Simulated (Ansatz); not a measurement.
Ansatz results at the PBE0-D4/def2-TZVP geometry: LUMO energy (PBE/def2-TZVPP) -0.42 eV; HOMO–LUMO gap (ωB97M-V/def2-TZVPP) 10.17 eV; LUMO energy (B3LYP/def2-TZVPP) 0.22 eV.

Each molecule was computed in one conformer, which needn't be the lowest.

Which molecule gave them?
A. `[OH][SnH]1[NH][SiH2]1`
B. `CN=C(O)O`
C. `N/C=[CH]/[SnH3]`
D. `[SiH3][SiH]1C[SiH2]S1`

C. The others give `[SiH3][SiH]1C[SiH2]S1`: -1.63, 10.08, -0.96; `[OH][SnH]1[NH][SiH2]1`: -2.33, 9.13, -1.78; `CN=C(O)O`: -0.20, 11.81, 0.30.

B3LYP here is the variant with VWN-RPA as its local correlation; programs differ in this.
